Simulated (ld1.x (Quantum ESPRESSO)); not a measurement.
**What one change does to a pseudopotential (lutetium (Lu), TM semilocal)**

- Element: lutetium
- Generator: ld1.x (Quantum ESPRESSO) 7.5
- Type: norm-conserving Troullier–Martins (semilocal form)
- Functional: LDA (PZ)
- Relativity: scalar-relativistic
- Frozen core: [Xe]
- Valence charge: 17
- Reference configuration: 4f14 5d1 6s1.75 6p0.25
- Partial waves: 6p (bound): rc 3.20 bohr; 5d (bound): rc 2.40 bohr; 4f (bound): rc 1.25 bohr; 6s (bound): rc 3.05 bohr
- Local potential: the s channel
- Core correction: none

Change: form changed from semilocal to separable (Kleinman–Bylander), still TM; local potential the p channel.

Cutoffs: the cutoffs (Ry, on a coarse ladder) from which the occupation-weighted sum of valence levels, in a spherical-Bessel basis at the reference potential, stays within 10 and 1 mRy of its value at 400 Ry; they do not see the model core or the augmentation charge, which bear on the density cutoff. Errors are all-electron minus pseudo energies relative to the spin-unpolarised reference configuration.

Q: How do hardness, ghosts and transferability respond?

A: The number of tests that count goes from 9 to 5; of the 5 tests that both files solve, the error grows in 1 and shrinks in 3 by more than 15 % and 0.3 meV (median size 51.5 → 49.8 meV); the range in which the s phases agree narrows (upper end 1.5 → 0.0); the range in which the d phases agree narrows (upper end at the end of the scan → 0.6); neither file shows a bound ghost at the reference potential, the only one tested. In the semilocal form every listed channel keeps its own potential, so the choice of the local channel does not act on these tests. It acts once the file is put into the separable form. A semilocal file is local in each channel, so a ghost entry of none says nothing of the separable form that plane-wave codes build from it.

```csv
quantity,base,changed
"cutoff, loose",300 Ry,300 Ry
"cutoff, tight",over 300 Ry,over 300 Ry
loose cutoff by channel (10 mRy a level),"p 6 Ry, d 18 Ry, f 230 Ry, s 6 Ry","s 6 Ry, d 18 Ry, f 260 Ry, p 6 Ry"
bound ghosts,none,none
"tests counted (converged, no solver errors)",9 of 9,5 of 9
"error for 4f14 5d1 6s1 6p0, meV [ΔE 6.72 eV]",+6.6,+10
"error for 4f14 5d1 6s0 6p0, meV [ΔE 20.29 eV]",+86,+59
"error for 4f14 5d1 6s0 6p1, meV [ΔE 11.10 eV]",+40,+30
"error for 4f13 5d1 6s2 6p0, meV [ΔE 16.92 eV]",-1009,-755
"error for 4f14 5d1 6s2 6p0 (spin-polarised), meV [ΔE -0.96 eV]",+52,+50
s: phases at 3.51 bohr within 0.05 rad from the reference energy up to (Ry; the scan ends near 5),1.5,0.0
p: phases at 3.51 bohr within 0.05 rad from the reference energy up to (Ry; the scan ends near 5),0.9,0.9
d: phases at 3.51 bohr within 0.05 rad from the reference energy up to (Ry; the scan ends near 5),to the end of the scan,0.6
f: phases at 3.51 bohr within 0.05 rad from the reference energy up to (Ry; the scan ends near 5),3.4,n/a
```

Base: These tests converged, but a pseudo level misses the all-electron one widely, so the file describes the atom poorly there or has found another state: 4f13 5d1 6s2 6p0: 4f by 2.3 eV. Changed file: Tests not counted: 4f14 5d1 6s2 6p0 (solver errors, printed error +0.7 meV); 4f14 5d2 6s1 6p0 (solver errors, printed error -13 meV); 4f14 5d0 6s2 6p1 (solver errors, printed error +24 meV); 4f14 5d1 6s1.75 6p0.25 (spin-polarised) (solver errors, printed error +69 meV).
